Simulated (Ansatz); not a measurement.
Geometry optimisation, RKS LDA/def2-mTZVP (Ansatz).

Input:

```yaml
crystal:
  periodic: [false, false, false]
  atoms:
    - { symbol: Si, position_ang: [-1.0546, 0.4122, -0.8634] }
    - { symbol: "N", position_ang: [0.6049, -0.0622, -0.7908] }
    - { symbol: Ge, position_ang: [0.79759, -1.41001, -2.03908] }
    - { symbol: H, position_ang: [-1.9066, -0.6782, -0.5968] }
    - { symbol: H, position_ang: [-1.3888, 0.9594, -2.2417] }
    - { symbol: H, position_ang: [-1.3514, 1.5398, 0.1055] }
    - { symbol: H, position_ang: [0.79712, -0.50099, 0.16056] }
    - { symbol: H, position_ang: [0.51625, -0.91674, -3.4259] }
    - { symbol: H, position_ang: [-0.12608, -2.65953, -1.69368] }
    - { symbol: H, position_ang: [2.2919, -1.94483, -2.01958] }
basis:
  gaussian: { orbitals: def2-mTZVP }
hamiltonian:
  xc: lda
relax:
  f_tol: 0.015
  max_steps: 40
output:
  orbitals: {}
```

Command:

```bash
$ ansatz run input.yaml --threads 2 --pin off --max-ram 3072MiB --backend cpu --events-out ev --progress --plain --runs-dir out
```

Task: Where does it end, and by what steps?

Result: It converged. The force dipped under the threshold on the way, but the program's further checks kept it going. After 10 steps the energy has fallen by 0.406 eV; H4 moved furthest, 0.75 Å. Parted: Si1–Ge3.

```json
{"step": "0", "energy less start (eV)": "0.0000", "largest force component (eV/Å)": "2.389", "accepted": "yes"}
{"step": "1", "energy less start (eV)": "-0.2714", "largest force component (eV/Å)": "0.879", "accepted": "yes"}
{"step": "2", "energy less start (eV)": "-0.3542", "largest force component (eV/Å)": "0.373", "accepted": "yes"}
{"step": "3", "energy less start (eV)": "-0.3573", "largest force component (eV/Å)": "0.783", "accepted": "yes"}
{"step": "4", "energy less start (eV)": "-0.3954", "largest force component (eV/Å)": "0.262", "accepted": "yes"}
{"step": "5", "energy less start (eV)": "-0.4025", "largest force component (eV/Å)": "0.034", "accepted": "yes"}
{"step": "6", "energy less start (eV)": "-0.4038", "largest force component (eV/Å)": "0.010", "accepted": "yes"}
{"step": "7", "energy less start (eV)": "-0.4046", "largest force component (eV/Å)": "0.078", "accepted": "yes"}
{"step": "8", "energy less start (eV)": "-0.4054", "largest force component (eV/Å)": "0.038", "accepted": "yes"}
{"step": "9", "energy less start (eV)": "-0.4056", "largest force component (eV/Å)": "0.015", "accepted": "yes"}
{"step": "10", "energy less start (eV)": "-0.4057", "largest force component (eV/Å)": "0.015", "accepted": "yes"}
```

```xyz
10
Properties=species:S:1:pos:R:3
Si -1.162 0.480 -0.804
N 0.274 -0.470 -0.741
Ge 0.903 -1.544 -2.089
H -2.403 -0.200 -0.293
H -1.391 0.814 -2.246
H -0.990 1.736 -0.003
H 0.723 -0.609 0.167
H 0.470 -0.872 -3.405
H 0.318 -2.977 -2.023
H 2.439 -1.619 -1.966
```

Run time: 14 s on 2 threads of Arm Neoverse V1 (shared host), peak memory 0.14 GiB.
